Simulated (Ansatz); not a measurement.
`C[O][Sn][O]C` + HBr → `C[O][Sn][Br]` + CH₃OH at 400 K and 1 bar (ligand exchange at the Sn–O bond).

Calculated with Ansatz (gas phase, PBE0-D4/def2-TZVP geometries, no zero-point term in ΔE). CCSD(T)/CBS adds triple-zeta CCSD(T) − MP2 to the extrapolated MP2 energy (def2 sets, frozen cores). This one scheme is used for every species. Elements past krypton have def2 core potentials. For Br, Sn outer-core shells are correlated without core-valence functions, which leaves a few kJ/mol of doubt a bond. Scalar relativity is left out up to krypton. Each species was taken in one conformer, which may not be the lowest.

```json
{"species": "`C[O][Sn][O]C`", "CCSD(T)/CBS energy (Eh)": "-444.11438", "H − E (kJ/mol)": "251.5", "S (J/(mol·K))": "414.6"}
{"species": "HBr", "CCSD(T)/CBS energy (Eh)": "-2573.91920", "H − E (kJ/mol)": "27.6", "S (J/(mol·K))": "207.2"}
{"species": "`C[O][Sn][Br]`", "CCSD(T)/CBS energy (Eh)": "-2902.45238", "H − E (kJ/mol)": "138.0", "S (J/(mol·K))": "381.5"}
{"species": "CH₃OH", "CCSD(T)/CBS energy (Eh)": "-115.61712", "H − E (kJ/mol)": "151.2", "S (J/(mol·K))": "252.6"}
```

H − E and S are ideal-gas, rigid-rotor, harmonic terms from PBE0-D4/def2-TZVP, for one conformer and one mirror image of each species. 1 Eh = 2625.50 kJ/mol, R = 8.31446 J/(mol·K).

Task: By hand: ΔE, ΔH, ΔS and ΔG.

Result: ΔE = (-2902.45238) + (-115.61712) − (-444.11438) − (-2573.91920) = -0.03592 Eh = -94.3 kJ/mol. Δ(H − E) = 138.0 + 151.2 − 251.5 − 27.6 = 10.1, so ΔH = -84.2 kJ/mol. ΔS = 381.5 + 252.6 − 414.6 − 207.2 = 12.3 J/(mol·K). ΔG = -84.2 − 400 × (12.3)/1000 = -89.1 kJ/mol.

Task: By hand: the equilibrium constant, and the temperature at which ΔG would vanish if ΔH and ΔS stayed fixed.

Result: log₁₀ K = −ΔG/(RT ln 10) = 11.6. ΔH and −TΔS have one sign here, so there is no such temperature.

The number of gas molecules stays the same, so ΔS is small and ΔH decides. A doubt of 5 kJ/mol in ΔE shifts log₁₀ K by 0.7 here. Other conformers and mirror images would add mixing entropy, several J/(mol·K) or more a flexible species. Modes under 60 cm⁻¹, often nearly free rotors, make the harmonic entropy too high. These are equilibria of isolated gas molecules and say nothing of rates. Largest T1 diagnostic: 0.017 (customary marks: 0.02 for closed shells, 0.045 for open ones).

ΔS is within the doubt of such terms, so its sign, and with it that verdict, could turn.
